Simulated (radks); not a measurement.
Results of a calculation; reference values are marked as such.
Species: the holmium ion Ho2+. Configuration: [Xe] 4f10 5d1 (not the ground configuration). Level of theory: scalar-relativistic Kohn-Sham, LDA (Slater exchange, Perdew-Wang correlation), spin-polarised, spherical densities, finite nucleus; open shells are filled with parallel spins first (spin-orbit coupling, left out, can overturn this in heavy ions); Fermi nuclear charge, rms radius 5.2022 fm (a radial shooting solver on a logarithmic mesh with Libxc functionals).

Normalised radial functions P(r) = r R(r), r in bohr:

```
   r/bohr * 5s down, o 4f down (the largest magnitude, 1.12, reaches the edge; | marks zero, & curves that meet)
 0.003258                             o  *
  0.00438                             o  *
 0.005889                             o   *
 0.007917                             o   *
  0.01056                             o   *
   0.0142                             o  *
  0.01909                             o *
  0.02566                             &
   0.0345                          *  o
  0.04639                       *     o
  0.06187                       *     |o
  0.08318                          *  |o
   0.1118                             |  &
   0.1504                             |     o *
   0.2022                             |       *  o
   0.2718                           * |                 o
   0.3625                 *           |                       o
   0.4874                  *          |                          o
   0.6553                             |   *                     o
    0.881                             |                   *o
    1.184                             |              o         *
     1.58                             |        o        *
    2.124                             |    o   *
    2.856                             | &
    3.839                             *o
    5.162                             &
     6.94                             &
```

5s down: eigenvalue -67.707 eV, 4 radial nodes at r = 0.0251, 0.0995, 0.260, 0.614 bohr, <r> = 1.26 bohr, 90 % of the charge inside 1.82 bohr. 4f down: eigenvalue -22.010 eV, 0 radial nodes, <r> = 0.803 bohr, 90 % of the charge inside 1.39 bohr.
